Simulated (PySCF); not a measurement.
GeH6Si2, SMILES [SiH3][Ge][SiH3] (connectivity only; charge and spin as stated), neutral, multiplicity 1. Atoms are numbered in the order given.

```xyz
9

Ge     0.0000     0.0000     0.9402
Si    -1.7302     0.0075    -0.8188
H     -1.8859    -1.4531    -1.1326
H     -1.3660     0.7100    -2.0884
H     -3.0567     0.5195    -0.3583
Si     1.7302    -0.0075    -0.8188
H      1.8859     1.4531    -1.1326
H      1.3660    -0.7100    -2.0884
H      3.0567    -0.5195    -0.3583
```

Geometry: B3LYP-D3(BJ)/def2-SVP. The structure was generated by enumeration; whether it is a known compound was not checked.

Two levels are set side by side: PBE/pcSseg-1 (PySCF) and PBE0/pcSseg-1 (PySCF). GIAO shifts against GeH4 (⁷³Ge), TMS (²⁹Si), TMS (¹H) at the same level; non-relativistic, no solvent, atoms listed together averaged. Differences are taken from unrounded values.

| quantity | PBE0 |
|---|---|
| δ(⁷³Ge) of Ge1 (ppm) | 3196.6 |
| δ(²⁹Si) of Si2, Si6 (ppm) | -62.7 |

Question: What does PBE give, and how far is it from PBE0? (Estimate from the structure and the level; the computed values follow.)

Answer: 
| quantity | PBE | PBE minus PBE0 |
|---|---|---|
| δ(⁷³Ge) of Ge1 (ppm) | 3256.8 | 60.2 |
| δ(²⁹Si) of Si2, Si6 (ppm) | -58.8 | 3.9 |

Rough cost on one machine, each run with all the roots and properties that it gave: PBE0 against PBE within a factor of 2.
